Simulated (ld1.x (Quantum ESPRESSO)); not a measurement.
u(r) = r·R(r): atom against pseudo-atom (nickel)

Columns: radius, all-electron u(r) and pseudo u(r) of the 4s shell (level -5.64 eV) of nickel in the configuration [Ar] 3d8 4s2 4p0; PBE, scalar-relativistic, TM scheme, ld1.x (Quantum ESPRESSO) 7.5.

```csv
r (bohr),all-electron,pseudo
0.140,-0.1552,-0.0326
0.280,-0.0230,-0.0645
0.420,0.2042,-0.0950
0.560,0.2748,-0.1243
0.700,0.2115,-0.1537
0.840,0.0819,-0.1865
0.980,-0.0656,-0.2275
1.120,-0.2055,-0.2817
1.260,-0.3267,-0.3509
1.400,-0.4257,-0.4293
1.540,-0.5029,-0.5030
1.680,-0.5604,-0.5604
1.820,-0.6008,-0.6008
1.960,-0.6267,-0.6267
2.100,-0.6407,-0.6407
2.240,-0.6448,-0.6448
2.380,-0.6409,-0.6409
2.520,-0.6305,-0.6305
2.660,-0.6152,-0.6152
2.800,-0.5961,-0.5961
2.940,-0.5740,-0.5740
3.080,-0.5500,-0.5500
3.220,-0.5246,-0.5246
3.360,-0.4985,-0.4985
3.500,-0.4721,-0.4721
3.640,-0.4458,-0.4458
```

Q: How many radial nodes do the two functions have?

A: The all-electron 4s function has n − l − 1 = 3 (the table is too coarse to show those close to the nucleus); the pseudo-wave has 0, since the states of the same l below it are removed with the core.

Q: At about which radius was the pseudo-wave matched?

A: 1.65 bohr, where the columns begin to agree (steps of 0.14 bohr).

Q: Is the pseudo-wave norm-conserving?

A: Yes: the TM scheme keeps the norm inside the radius equal to the all-electron one, which fixes the energy derivative of the logarithmic derivative at the level.
